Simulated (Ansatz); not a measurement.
Computed with Ansatz on PBE0-D4/def2-TZVP structures; ΔE is electronic, products minus reactants. CCSD(T)/CBS is the MP2 limit (def2-TZVPP, def2-QZVPP) plus CCSD(T) − MP2 in def2-TZVPP, frozen cores. DFT in def2-TZVPP. B3LYP here is the variant with VWN-RPA as its local correlation; programs differ in this. Elements past krypton have def2 core potentials. For I outer-core shells are correlated without core-valence functions, which leaves a few kJ/mol of doubt a bond. Each species was taken in one conformer, which may not be the lowest.

Consider the redistribution: `[SiH3]O[SiH2][SiH3]` + `FC[SiH2]I` → `[SiH3][SiH2]I` + `FC[SiH2]O[SiH3]`.

```
             level  ΔE (kJ/mol)  difference from CCSD(T)/CBS
            PBE-D4        -13.9                          3.2
         r2SCAN-D4        -15.8                          1.3
           PBE0-D4        -15.0                          2.1
          B3LYP-D4        -15.3                          1.8
           ωB97X-V        -16.1                          1.0
           ωB97M-V        -16.7                          0.4
            B2PLYP        -17.0                          0.1
               PBE        -14.6                          2.5
            r2SCAN        -16.1                          1.0
              PBE0        -15.6                          1.5
    MP2/def2-TZVPP        -17.6                         -0.5
   CCSD/def2-TZVPP        -17.2                         -0.1
     HF/def2-QZVPP        -18.6                         -1.5
SCS-MP2/def2-QZVPP        -17.5                         -0.4
      HF/CBS(def2)        -18.6                         -1.5
     MP2/CBS(def2)        -17.8                         -0.7
       CCSD(T)/CBS        -17.1                            0
```

Largest T1 diagnostic among the species: 0.012.
